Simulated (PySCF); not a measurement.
SMILES C[Si](C)(C)B(O)O (C₃H₁₁BO₂Si), GFN2-xTB optimised geometry.

```
18

B     -1.10     0.01     0.00
O     -1.76    -1.18    -0.02
H     -2.72    -1.16    -0.04
O     -1.76     1.19     0.00
H     -2.72     1.17    -0.02
Si     0.88     0.01     0.00
C      1.64     1.53     0.88
C      1.59     0.03    -1.79
C      1.64    -1.54     0.85
H      2.72     1.55     0.80
H      1.26     2.46     0.45
H      1.39     1.54     1.94
H      1.27     0.91    -2.33
H      1.27    -0.84    -2.35
H      2.68     0.03    -1.78
H      1.26    -2.46     0.39
H      1.39    -1.58     1.90
H      2.72    -1.56     0.76
```

Density from PySCF with PBE0/def2-SVP at that geometry.

Minimum of the electron density along straight lines between bonded atoms, close to the bond critical point (lines longer than 1.1 times the sum of covalent radii, or with two minima, are not listed):

```tsv
bond	length / Å	ρ at the minimum / e bohr⁻³	∇²ρ there / e bohr⁻⁵	position (fraction from the first atom)
B1–O2	1.356	0.202	1.19	0.33
O2–H3	0.961	0.355	-2.28	0.81
B1–O4	1.356	0.202	1.19	0.33
O4–H5	0.961	0.355	-2.28	0.81
B1–Si6	1.984	0.113	0.12	0.62
Si6–C7	1.919	0.107	0.30	0.38
Si6–C8	1.923	0.106	0.30	0.38
Si6–C9	1.919	0.107	0.30	0.38
C7–H10	1.085	0.271	-0.96	0.62
C7–H11	1.086	0.272	-0.97	0.62
C7–H12	1.086	0.271	-0.96	0.62
C8–H13	1.086	0.271	-0.96	0.62
C8–H14	1.086	0.271	-0.96	0.62
C8–H15	1.086	0.271	-0.96	0.62
C9–H16	1.086	0.272	-0.97	0.62
C9–H17	1.086	0.271	-0.96	0.62
C9–H18	1.085	0.271	-0.96	0.62
```
